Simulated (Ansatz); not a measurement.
Ansatz (a first-principles code) input (CCSD(T)/def2-SVPD):

Ansatz 0.2 input:
```yaml
crystal:
  periodic: [false, false, false]
  atoms:
    - {symbol: Zr, position_ang: [-0.18613341, -0.18445184, -0.05817147]}
    - {symbol: O, position_ang: [-1.41743657, -1.40463115, -0.44298531]}
    - {symbol: Cl, position_ang: [-0.67951830, 2.11520443, -0.85612537]}
    - {symbol: Cl, position_ang: [1.78450824, -1.02019720, 1.20146309]}
basis:
  gaussian:
    orbitals: def2-SVPD
total_charge: -1
magnetization: {spin_polarized: true, initial_magnetization: 1}
correlation: {method: ccsd_t, electrons: outside_noble_gas}
output: {forces: true}
```

Output:

```
Functional definition: HF
integrals: 0.27 GiB planned
1030 factors; integrals over basis functions are off by at most 4.6e-4 eV
mean field: 0.64 GiB planned
mean field evaluation 1: about -28301.8604 eV, gradient 3.4e1 eV
mean field evaluation 2: about -28301.9588 eV, gradient 3.4e1 eV
mean field evaluation 4: about -28308.2210 eV, gradient 3.0e0 eV
mean field evaluation 8: about -28308.5792 eV, gradient 5.4e-1 eV
mean field evaluation 16: about -28308.5949 eV, gradient 2.7e-5 eV
mean field evaluation 32: about -28304.8644 eV, gradient 3.6e0 eV
mean field evaluation 64: about -28307.6936 eV, gradient 3.4e-1 eV
mean field evaluation 96: about -28306.5294 eV, gradient 8.6e-2 eV
mean field evaluation 128: about -28305.2752 eV, gradient 9.9e-3 eV
mean field evaluation 160: about -28305.9700 eV, gradient 4.8e0 eV
mean field evaluation 192: about -28307.7165 eV, gradient 1.8e-3 eV
mean field evaluation 224: about -28306.5296 eV, gradient 9.4e-3 eV
mean field evaluation 256: about -28305.2743 eV, gradient 1.5e-1 eV
mean field evaluation 288: about -28304.7857 eV, gradient 2.4e-3 eV
mean field evaluation 320: about -28305.9561 eV, gradient 3.7e0 eV
mean field evaluation 352: about -28308.5949 eV, gradient 2.9e-3 eV
mean field -28308.59488037 eV, -1040.3216735987 hartree, gradient 2.7e-6 eV, S^2 0.761219; 6 other end points of the search recorded, 0 dependent functions left out
determinant -28308.59488037 eV, -1040.3216735987 hartree, with singles and doubles -28325.22768972 eV, -1040.9329180683 hartree
determinant -28307.71645116 eV, -1040.2893919207 hartree, with singles and doubles -28324.17692465 eV, -1040.8943031641 hartree
determinant -28306.52965027 eV, -1040.2457777926 hartree, with singles and doubles -28323.09454458 eV, -1040.8545264301 hartree
determinant -28305.27520943 eV, -1040.1996779420 hartree, with singles and doubles -28322.12625393 eV, -1040.8189424052 hartree
15 core orbitals not correlated
reference -28308.59488037 eV, -1040.3216735987 hartree; 13, 12 occupied and 83, 84 virtual orbitals, 1030 factors
densities: 1.60 GiB planned
second order -16.41461169 eV of doubles, -0.00000000 eV of singles
coupled cluster: 1.02 GiB planned
cycle   1  -16.63560372 eV  change   -2.8e-3 eV  update   2.9e-3
cycle   2  -16.63340811 eV  change    2.2e-3 eV  update   2.0e-3
cycle   3  -16.63354128 eV  change   -1.3e-4 eV  update   1.4e-3
cycle   4  -16.63415575 eV  change   -6.1e-4 eV  update   3.4e-4
cycle   5  -16.63529194 eV  change   -1.1e-3 eV  update   1.5e-4
cycle   6  -16.63516266 eV  change    1.3e-4 eV  update   5.4e-5
cycle   7  -16.63515128 eV  change    1.1e-5 eV  update   2.7e-5
cycle   8  -16.63514917 eV  change    2.1e-6 eV  update   1.3e-5
cycle   9  -16.63514733 eV  change    1.8e-6 eV  update   5.3e-6
cycle  10  -16.63514397 eV  change    3.4e-6 eV  update   1.6e-6
cycle  11  -16.63514624 eV  change   -2.3e-6 eV  update   8.0e-7
cycle  12  -16.63514585 eV  change    3.9e-7 eV  update   3.4e-7
perturbative correction -0.69813873 eV, -0.0256561250 hartree
the calculation of the forces begins
Total energy: -28325.92816495 eV, -1040.9586600581 hartree
Atom 0 at    -0.186133    -0.184452    -0.058171 Å, force     0.517054     0.512382     0.161593 eV/Å
Atom 1 at    -1.417437    -1.404631    -0.442985 Å, force    -0.704914    -0.698546    -0.220304 eV/Å
Atom 2 at    -0.679518     2.115204    -0.856125 Å, force    -0.060698     0.289842    -0.099767 eV/Å
Atom 3 at     1.784508    -1.020197     1.201463 Å, force     0.248559    -0.103678     0.158478 eV/Å
Dipole moment:     0.251628     0.249354     0.078640 e Å
```

The spin state was set by rule; other spins were not relaxed.
